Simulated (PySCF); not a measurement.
Atom-mapped SMILES (the numbers label the heavy atoms): `[CH3:1]/[C:2]([SiH3:3])=[C:4](/[Cl:5])[CH2:6][C:7]([F:8])([F:9])[F:10]`. Each H is labelled by its parent atom.

PySCF 2.14 calculation with structure optimised with GFN2-xTB and shielding tensors at PBE0/pcSseg-1 (GIAO); a single conformation, non-relativistic, one averaged value for each set of equivalent atoms, no solvent model.

List the cross peaks expected in HSQC, COSY and HMBC spectra.

Results:



HSQC (one-bond C–H):
```tsv
δH	δC
3.24 (H(C6))	44.1 (C6)
2.13 (H(C1))	24.1 (C1)
```

HMBC (two and three bonds, from the bond graph):
```tsv
δH	δC
4.21 (H(Si3))	144.7 (C2), 142.1 (C4), 24.1 (C1)
3.24 (H(C6))	144.7 (C2), 142.1 (C4), 134.3 (C7)
2.13 (H(C1))	144.7 (C2), 142.1 (C4)
```

No COSY cross peaks are expected.

Scale: 1H (σref 31.72), 13C (σref 186.93) against TMS (reference shieldings calculated alike).

Short H···H contacts in this conformer between protons four or more bonds apart (candidates for NOE cross peaks, intensity ∝ r⁻⁶): H(C1)···H(C6) 2.15 Å.

Carbons that carry Cl, above all several Cl atoms, come out too deshielded, partly because spin–orbit coupling is missing. Shifts are as computed. Against solution values, carbons near 30 ppm lie about +3 ppm off and those near 130 ppm about +5 ppm; carbons on Cl a further +6 ppm. Of 1211 compounds with measured shifts, 218 miss one by over three times the rms of a fit or turn the order of signals round; such compounds aren't used in these exercises.
